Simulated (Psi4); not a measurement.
Br3Sb, triplet, at the geometry of the source list (a higher spin typed on purpose: for a closed-shell molecule this is an excited state) (all electrons, no relativity); HF/STO-3G (Psi4).

Input for Psi4:
```
memory 2 GB

molecule mol {
0 3
  Sb   -0.000800   -0.001000    0.987200
  Br    0.521700   -2.122600   -0.328900
  Br    1.578000    1.513300   -0.329400
  Br   -2.099000    0.610300   -0.328900
}

set basis sto-3g
set reference uhf
set scf_type cd
set cholesky_tolerance 1e-6

energy('scf')
print_variables()
```

What the program printed (banner, timings and long lists left out):

```
   => Loading Basis Set <=

    Name: STO-3G
    Role: ORBITAL
    Keyword: BASIS

         ---------------------------------------------------------
                                   SCF
               by Justin Turney, Rob Parrish, Andy Simmonett
                          and Daniel G. A. Smith
                              UHF Reference
         ---------------------------------------------------------

  ==> Geometry <==

    Molecular point group: c1
    Full point group: C1

    Geometry (in Angstrom), charge = 0, multiplicity = 3:

       Center              X                  Y                   Z               Mass
    ------------   -----------------  -----------------  -----------------  -----------------
         SB          -0.000684022956    -0.000882610266     0.871312854336   120.903812000000
         BR           0.521815977044    -2.122482610266    -0.444787145664    78.918337600000
         BR           1.578115977044     1.513417389734    -0.445287145664    78.918337600000
         BR          -2.098884022956     0.610417389734    -0.444787145664    78.918337600000

  Running in c1 symmetry.

  Rotational constants: A =      0.02393  B =      0.02393  C =      0.01490 [cm^-1]
  Rotational constants: A =    717.54275  B =    717.47962  C =    446.69413 [MHz]
  Nuclear repulsion = 1624.149111047400766

  Charge       = 0
  Multiplicity = 3
  Electrons    = 156
  Nalpha       = 79
  Nbeta        = 77

  ==> Algorithm <==

  SCF Algorithm Type is CD.
  DIIS enabled.
  MOM disabled.
  Fractional occupation disabled.
  Guess Type is SAD.
  Energy threshold   = 1.00e-06
  Density threshold  = 1.00e-06
  Integral threshold = 1.00e-12

  ==> Primary Basis <==

  Basis Set: STO-3G
    Blend: STO-3G
    Number of shells: 35
    Number of basis functions: 81
    Number of Cartesian functions: 86
    Spherical Harmonics?: true
    Max angular momentum: 2

  ==> Integral Setup <==

  ==> CDJK: Cholesky-decomposed J/K Matrices <==

    J tasked:                     Yes
    K tasked:                     Yes
    wK tasked:                     No
    Integrals threads:              1
    Algorithm:                   Core
    Integral Cache:              NONE
    Schwarz Cutoff:             1E-12
    Cholesky tolerance:      1.00E-06
    No. Cholesky vectors:         549

  Minimum eigenvalue in the overlap matrix is 3.3146958392E-01.
  Reciprocal condition number of the overlap matrix is 1.8908716186E-01.
    Using symmetric orthogonalization.

  ==> Pre-Iterations <==

  SCF Guess: Superposition of Atomic Densities via on-the-fly atomic UHF (no occupation information).

   -------------------------
    Irrep   Nso     Nmo
   -------------------------
     A         81      81
   -------------------------
    Total      81      81
   -------------------------

  ==> Iterations <==

                        Total Energy        Delta E     RMS |[F,P]|

   @UHF iter SAD: -13879.06923521750650   -1.38791e+04   0.00000e+00
   @UHF iter   1: -13885.30924487011907   -6.24001e+00   3.03472e-03 DIIS/ADIIS
   @UHF iter   2: -13885.33640129614651   -2.71564e-02   4.56079e-04 DIIS/ADIIS
   @UHF iter   3: -13885.34061846372424   -4.21717e-03   2.38079e-04 DIIS/ADIIS
   @UHF iter   4: -13885.34293570557566   -2.31724e-03   1.19018e-04 DIIS/ADIIS
   @UHF iter   5: -13885.34365660108961   -7.20896e-04   7.99913e-05 DIIS
   @UHF iter   6: -13885.34408938896740   -4.32788e-04   5.44846e-05 DIIS
   @UHF iter   7: -13885.34437274570519   -2.83357e-04   3.35172e-05 DIIS
   @UHF iter   8: -13885.34449741010394   -1.24664e-04   1.98566e-05 DIIS
   @UHF iter   9: -13885.34454337700845   -4.59669e-05   1.34262e-05 DIIS
   @UHF iter  10: -13885.34456874292300   -2.53659e-05   8.39278e-06 DIIS
   @UHF iter  11: -13885.34458085133156   -1.21084e-05   4.92254e-06 DIIS
   @UHF iter  12: -13885.34458442398500   -3.57265e-06   3.58927e-06 DIIS
   @UHF iter  13: -13885.34458568115042   -1.25717e-06   3.01174e-06 DIIS
   @UHF iter  14: -13885.34458747305689   -1.79191e-06   2.04023e-06 DIIS
   @UHF iter  15: -13885.34458851591808   -1.04286e-06   1.00636e-06 DIIS
   @UHF iter  16: -13885.34458868448564   -1.68568e-07   3.26757e-07 DIIS
  Energy and wave function converged.

  ==> Post-Iterations <==

   @Spin Contamination Metric:   2.362814580E-02
   @S^2 Expected:                2.000000000E+00
   @S^2 Observed:                2.023628146E+00
   @S   Expected:                1.000000000E+00
   @S   Observed:                1.000000000E+00

    Orbital Energies [Eh]
    ---------------------

    Alpha Occupied:

       1A   -1073.921096     2A   -484.455664     3A   -484.455507
       4A   -484.416326     5A   -161.326314     6A   -152.972151
       7A   -152.971741     8A   -152.971677     9A    -63.183950
      10A    -63.183751    11A    -63.146041    12A    -57.733825
      13A    -57.733675    14A    -57.731691    15A    -57.731558
      16A    -57.731537    17A    -57.731404    18A    -57.697594
      19A    -57.693470    20A    -57.693067    21A    -31.658681
      22A    -28.622843    23A    -28.622133    24A    -28.620723
      25A    -19.964412    26A    -19.964347    27A    -19.962236
      28A    -19.962125    29A    -19.961455    30A     -9.134598
      31A     -9.134433    32A     -9.101760    33A     -6.885661
      34A     -6.885339    35A     -6.874157    36A     -6.874016
      37A     -6.873452    38A     -6.873299    39A     -6.857026
      40A     -6.841080    41A     -6.839256    42A     -5.490775
      43A     -4.191614    44A     -4.189956    45A     -4.183406
      46A     -2.241365    47A     -2.241062    48A     -2.237560
      49A     -2.237397    50A     -2.236996    51A     -2.236848
      52A     -2.225811    53A     -2.225803    54A     -2.225669
      55A     -2.225662    56A     -2.206836    57A     -2.203508
      58A     -2.202140    59A     -2.191872    60A     -2.191838
      61A     -1.343374    62A     -1.342584    63A     -1.336179
      64A     -1.334831    65A     -1.331476    66A     -0.901030
      67A     -0.857659    68A     -0.855168    69A     -0.592103
      70A     -0.450097    71A     -0.407816    72A     -0.400447
      73A     -0.340116    74A     -0.338741    75A     -0.324583
      76A     -0.322701    77A     -0.311446    78A     -0.304784
      79A     -0.117132

    Alpha Virtual:

      80A      0.152821    81A      0.204111

    Beta Occupied:

       1A   -1073.919598     2A   -484.455496     3A   -484.455337
       4A   -484.414282     5A   -161.324967     6A   -152.971031
       7A   -152.970637     8A   -152.969665     9A    -63.183784
      10A    -63.183583    11A    -63.144143    12A    -57.733654
      13A    -57.733496    14A    -57.731462    15A    -57.731314
      16A    -57.731308    17A    -57.731160    18A    -57.692365
      19A    -57.692247    20A    -57.691278    21A    -31.655949
      22A    -28.620892    23A    -28.619854    24A    -28.616692
      25A    -19.963346    26A    -19.963310    27A    -19.960838
      28A    -19.960420    29A    -19.959712    30A     -9.134080
      31A     -9.133910    32A     -9.095469    33A     -6.885253
      34A     -6.884913    35A     -6.873352    36A     -6.873181
      37A     -6.872854    38A     -6.872709    39A     -6.840461
      40A     -6.836797    41A     -6.836557    42A     -5.482601
      43A     -4.185793    44A     -4.181814    45A     -4.170961
      46A     -2.241075    47A     -2.240772    48A     -2.237230
      49A     -2.237073    50A     -2.236759    51A     -2.236601
      52A     -2.225469    53A     -2.225463    54A     -2.225326
      55A     -2.225321    56A     -2.200612    57A     -2.198398
      58A     -2.197412    59A     -2.190420    60A     -2.190391
      61A     -1.339793    62A     -1.338570    63A     -1.330070
      64A     -1.329005    65A     -1.325344    66A     -0.881489
      67A     -0.849060    68A     -0.802170    69A     -0.512894
      70A     -0.390479    71A     -0.363087    72A     -0.345192
      73A     -0.323620    74A     -0.319286    75A     -0.308700
      76A     -0.294885    77A     -0.279427

    Beta Virtual:

      78A      0.007676    79A      0.200739    80A      0.233510
      81A      0.270661

    Final Occupation by Irrep:
              A
    DOCC [    77 ]
    SOCC [     2 ]
    NA   [    79 ]
    NB   [    77 ]

  @UHF Final Energy: -13885.34458868448564

   => Energetics <=

    Nuclear Repulsion Energy =           1624.1491110474007655
    One-Electron Energy =              -22564.8099776616145391
    Two-Electron Energy =                7055.3162779297254019
    Total Energy =                     -13885.3445886844874622

  UHF NO Occupations:
  HONO-2 :   77  A 1.9914247
  HONO-1 :   78  A 1.0000000
  HONO-0 :   79  A 1.0000000
  LUNO+0 :   80  A 0.0085753
  LUNO+1 :   81  A 0.0032810

Computation Completed

Properties will be evaluated at   0.000000,   0.000000,   0.000000 [a0]

Properties computed using the SCF density matrix

 Multipole Moments:

 ------------------------------------------------------------------------------------
     Multipole            Electronic (a.u.)      Nuclear  (a.u.)        Total (a.u.)
 ------------------------------------------------------------------------------------

 L = 1.  Multiply by 2.5417464519 to convert [e a0] to [Debye]
 Dipole X            :         -0.1702986            0.0033872           -0.1669114
 Dipole Y            :         -0.1655607            0.0043706           -0.1611901
 Dipole Z            :          5.6707426           -4.3146127            1.3561299
 Magnitude           :                                                    1.3758379

 ------------------------------------------------------------------------------------

  Variable Map:
  ----------------------------------------------------------------------------
  "CURRENT ENERGY"           =>  -13885.344588684486
  "CURRENT REFERENCE ENERGY" =>  -13885.344588684486
  "DD SOLVATION ENERGY"      =>       0.000000000000
  "HF KINETIC ENERGY"        =>   13884.499761073457
  "HF POTENTIAL ENERGY"      =>  -27769.844349757943
  "HF TOTAL ENERGY"          =>  -13885.344588684487
  "HF VIRIAL RATIO"          =>       2.000060846817
  "NUCLEAR REPULSION ENERGY" =>    1624.149111047401
  "ONE-ELECTRON ENERGY"      =>  -22564.809977661615
  "PCM POLARIZATION ENERGY"  =>       0.000000000000
  "PE ENERGY"                =>       0.000000000000
  "SCF ITERATION ENERGY"     =>  -13885.344588684486
  "SCF ITERATIONS"           =>      16.000000000000
  "SCF TOTAL ENERGY"         =>  -13885.344588684486
  "TWO-ELECTRON ENERGY"      =>    7055.316277929725

  Array Variable Map:
  ----------------------------------------------------------------------------
  "CURRENT DIPOLE"           =>      -0.166911440712 ... 1.356129855186 1 by 3
  "SCF DIPOLE"               =>      -0.166911440712 ... 1.356129855186 1 by 3
  "SCF TOTAL ENERGIES"       =>  -13879.069235217507 ... -13885.344588684486 1 by 17
```
